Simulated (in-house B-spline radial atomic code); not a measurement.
Whole-atom quantities along the 28-electron series, configuration [Ar] 3d10. Breit and QED terms are first order and not part of the total energy; the density at the nucleus is averaged over the nuclear charge. Computed with a radial B-spline atomic code at the basis-set limit: Dirac-Hartree-Fock, average of the configuration, finite nuclei.

```json
{"ion": "Ba28+", "Z": "56", "E/Z² (Eh)": "-2.4676", "Σ<r²> (bohr²)": "1.6173", "n(0)/Z³ (bohr⁻³)": "1.7393", "Lamb diamagnetic shielding (ppm)": "5630.86", "repulsion over attraction": "0.09839", "Breit energy (eV)": "170.77", "self-energy (eV)": "135.37", "vacuum polarisation (eV)": "-18.89", "Dirac less non-relativistic energy (Eh)": "-247.74"}
{"ion": "La29+", "Z": "57", "E/Z² (Eh)": "-2.4806", "Σ<r²> (bohr²)": "1.54", "n(0)/Z³ (bohr⁻³)": "1.7939", "Lamb diamagnetic shielding (ppm)": "5758.86", "repulsion over attraction": "0.096752", "Breit energy (eV)": "181.21", "self-energy (eV)": "144.23", "vacuum polarisation (eV)": "-20.422", "Dirac less non-relativistic energy (Eh)": "-267.63"}
{"ion": "Ce30+", "Z": "58", "E/Z² (Eh)": "-2.4933", "Σ<r²> (bohr²)": "1.468", "n(0)/Z³ (bohr⁻³)": "1.8506", "Lamb diamagnetic shielding (ppm)": "5887.85", "repulsion over attraction": "0.095158", "Breit energy (eV)": "192.09", "self-energy (eV)": "153.53", "vacuum polarisation (eV)": "-22.057", "Dirac less non-relativistic energy (Eh)": "-288.75"}
{"ion": "Pr31+", "Z": "59", "E/Z² (Eh)": "?", "Σ<r²> (bohr²)": "?", "n(0)/Z³ (bohr⁻³)": "?", "Lamb diamagnetic shielding (ppm)": "?", "repulsion over attraction": "?", "Breit energy (eV)": "?", "self-energy (eV)": "?", "vacuum polarisation (eV)": "?", "Dirac less non-relativistic energy (Eh)": "?"}
{"ion": "Nd32+", "Z": "60", "E/Z² (Eh)": "?", "Σ<r²> (bohr²)": "?", "n(0)/Z³ (bohr⁻³)": "?", "Lamb diamagnetic shielding (ppm)": "?", "repulsion over attraction": "?", "Breit energy (eV)": "?", "self-energy (eV)": "?", "vacuum polarisation (eV)": "?", "Dirac less non-relativistic energy (Eh)": "?"}
{"ion": "Pm33+", "Z": "61", "E/Z² (Eh)": "-2.5304", "Σ<r²> (bohr²)": "1.2794", "n(0)/Z³ (bohr⁻³)": "2.0353", "Lamb diamagnetic shielding (ppm)": "6281.1", "repulsion over attraction": "0.090617", "Breit energy (eV)": "227.45", "self-energy (eV)": "184.24", "vacuum polarisation (eV)": "-27.635", "Dirac less non-relativistic energy (Eh)": "-360.09"}
{"ion": "Sm34+", "Z": "62", "E/Z² (Eh)": "-2.5424", "Σ<r²> (bohr²)": "1.2243", "n(0)/Z³ (bohr⁻³)": "2.0935", "Lamb diamagnetic shielding (ppm)": "6414.38", "repulsion over attraction": "0.089179", "Breit energy (eV)": "240.19", "self-energy (eV)": "195.47", "vacuum polarisation (eV)": "-29.737", "Dirac less non-relativistic energy (Eh)": "-386.72"}
{"ion": "Eu35+", "Z": "63", "E/Z² (Eh)": "-2.5544", "Σ<r²> (bohr²)": "1.1727", "n(0)/Z³ (bohr⁻³)": "2.1633", "Lamb diamagnetic shielding (ppm)": "6548.86", "repulsion over attraction": "0.087776", "Breit energy (eV)": "253.43", "self-energy (eV)": "207.23", "vacuum polarisation (eV)": "-31.98", "Dirac less non-relativistic energy (Eh)": "-414.9"}
```

Question: Fill in the row of Pr31+.

Answer: E/Z² (Eh): -2.5058; Σ<r²> (bohr²): 1.4008; n(0)/Z³ (bohr⁻³): 1.9105; Lamb diamagnetic shielding (ppm): 6017.87; repulsion over attraction: 0.093605; Breit energy (eV): 203.41; self-energy (eV): 163.29; vacuum polarisation (eV): -23.8; Dirac less non-relativistic energy (Eh): -311.17.

Question: Fill in the row of Nd32+.

Answer: E/Z² (Eh): -2.5182; Σ<r²> (bohr²): 1.3381; n(0)/Z³ (bohr⁻³): 1.9728; Lamb diamagnetic shielding (ppm): 6148.94; repulsion over attraction: 0.092091; Breit energy (eV): 215.2; self-energy (eV): 173.52; vacuum polarisation (eV): -25.658; Dirac less non-relativistic energy (Eh): -334.93.

Question: With what power of Z does the column «vacuum polarisation (eV)» change over this range?

Answer: A fit of the logarithm of its size against log Z from Z = 56 to 63 has slope 4.47.
